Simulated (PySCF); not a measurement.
```xyz
6
charge 0 multiplicity 1, angstrom
W    -0.0086    0.0015    0.0000
O     1.6710   -0.0961    0.0000
O    -0.6888    1.7279    0.0000
O    -0.8239   -1.6543    0.0000
H    -0.3578    2.6309    0.0000
H    -1.5855   -2.2362    0.0000
```

All numbers come from PBE0 in PySCF with W def2-SVP with ECP60, O def2-SVP, H def2-SVP; scalar-relativistic core potentials, no spin–orbit coupling; density-fitted integrals.

This geometry of WO(OH)₂ is a stationary point at this level.

(1) What is the point group?

(2) Is it a minimum?

(3) List the harmonic modes with their infrared intensities.

(4) What are the dipole moment and the gap between the highest occupied and lowest empty levels?

## Answers

(1) Cs.

(2) Yes: all harmonic wavenumbers are real.

(3) 
```csv
symmetry,ω (cm⁻¹),IR (km/mol)
a'',128,30.1
a',167,73.4
a',220,77.5
a',260,10.9
a',390,190
a'',430,10.8
a'',463,147
a',772,51.6
a',787,124
a',1072,135
a',3948,344
a',3990,360
```

(4) 3.27 D and 3.98 eV.

This need not be the most stable arrangement of these atoms. At this level a singlet minimum of C2v symmetry lies 3 kJ/mol below this structure. Spin–orbit coupling, left out here, can matter for elements this heavy.
